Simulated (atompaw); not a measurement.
# Plane-wave convergence, PAW (atompaw) potential for Hf (Z = 72)

- Element: Hf
- Generator: atompaw 4.2.0.5
- Type: PAW
- Functional: PBE
- Relativity: scalar-relativistic
- Frozen core: [Kr] 4d10 4f14
- Valence charge: 12
- Reference configuration: 5s2 5p6 5d3 6s1 6p0
- Partial waves: 5s (bound): rc 1.25 bohr; 6s (bound): rc 2.20 bohr; 5p (bound): rc 2.00 bohr; 6p (bound, empty): rc 2.70 bohr; 5d (bound): rc 1.90 bohr; 5d channel at 1.95 Ry: rc 1.90 bohr
- Local potential: troulliermartins scheme with l = 3 at 0 Ry, radius 2.45 bohr
- Core correction: smooth core density matched at 2.20 bohr
- Augmentation charge: besselshape compensation charge, radius 2.45 bohr; PAW radius 2.70 bohr; waves and projectors: custom rrkj gramschmidtortho

The pseudo-atom Hamiltonian at the reference potential is diagonalised in spherical Bessel functions j_l(qr) that vanish at 20 bohr, with q² up to the cutoff. All-electron valence levels (Ry): 5s -4.8236, 6s -0.3482, 5p -2.5209, 6p -0.0939, 5d -0.1460.

Task: How do the lowest levels (Ry) of each channel move with the cutoff, and are there ghosts?

Result:

| cutoff (Ry) | s #1 | s #2 | s #3 | p #1 | p #2 | d #1 | f #1 | Σ f·Δε (mRy) |
| --- | --- | --- | --- | --- | --- | --- | --- | --- |
| 8 | -4.7500 | -0.2875 | 0.0002 | -1.4840 | -0.0938 | -0.0304 | 0.0959 | 6776.0 |
| 10 | -4.7933 | -0.3141 | -0.0032 | -2.1719 | -0.0939 | -0.0597 | 0.0959 | 2447.4 |
| 15 | -4.8207 | -0.3421 | -0.0066 | -2.5063 | -0.0939 | -0.1136 | 0.0959 | 196.7 |
| 18 | -4.8224 | -0.3467 | -0.0072 | -2.5179 | -0.0939 | -0.1354 | 0.0959 | 53.3 |
| 21 | -4.8224 | -0.3476 | -0.0075 | -2.5202 | -0.0939 | -0.1419 | 0.0959 | 19.1 |
| 30 | -4.8225 | -1.7291 | -0.3478 | -2.5206 | -0.0939 | -0.1458 | 0.0959 | 4.7 |
| 35 | -4.8225 | -2.2171 | -0.3481 | -2.5208 | -0.0939 | -0.1459 | 0.0959 | 2.9 |
| 40 | -4.8228 | -2.4096 | -0.3482 | -2.5208 | -0.0939 | -0.1459 | 0.0959 | 2.2 |
| 45 | -4.8230 | -2.4596 | -0.3482 | -2.5208 | -0.0939 | -0.1460 | 0.0959 | 1.6 |
| 55 | -4.8233 | -2.4892 | -0.3482 | -2.5208 | -0.0939 | -0.1460 | 0.0959 | 0.7 |
| 60 | -4.8233 | -2.4897 | -0.3482 | -2.5208 | -0.0939 | -0.1460 | 0.0959 | 0.6 |
| 400 | -4.8235 | -2.4951 | -0.3482 | -2.5209 | -0.0939 | -0.1461 | 0.0959 | 0.0 |

Result: ghost state, extra bound levels that the all-electron valence spectrum of the same l lacks: s at -33.9 eV (a true bound ghost makes a file unfit for plane-wave use); 10 mRy is reached at 30 Ry and 1 mRy at 50 Ry.
